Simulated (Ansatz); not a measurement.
Consider the substitution at a C–C bond: `[SiH3]CCSS` + H–F → `FCSS` + `C[SiH3]`.

Program: Ansatz. Geometries: PBE0-D4/def2-TZVP. ΔE: electronic, gas phase. CCSD(T)/CBS is the MP2 limit (def2-TZVPP, def2-QZVPP) plus CCSD(T) − MP2 in def2-TZVPP, frozen cores. This one scheme is used for every species. DFT in def2-TZVPP. One conformer a species, not always the lowest.

```tsv
level	ΔE (kJ/mol)
PBE-D4	30.6
MP2/def2-TZVPP	53.0
```

(1) What does CCSD(T)/CBS give? (Estimate.)

Largest T1 diagnostic among the species: 0.012.

Results:

(1) Ansatz gave: +45.0 kJ/mol. The listed levels differ from it by -14.4, 8.0 kJ/mol.

From PBE to PBE0 (25 % exact exchange), in def2-TZVPP and without D4, ΔE moves by +6.5 kJ/mol. The D4 term adds +19.0 kJ/mol with B3LYP and +10.6 kJ/mol with PBE0; it sums over pairs of atoms, weighted by their polarisabilities, and B3LYP, whose exchange is more repulsive, gets the larger term.

B3LYP here is the variant with VWN-RPA as its local correlation; programs differ in this.
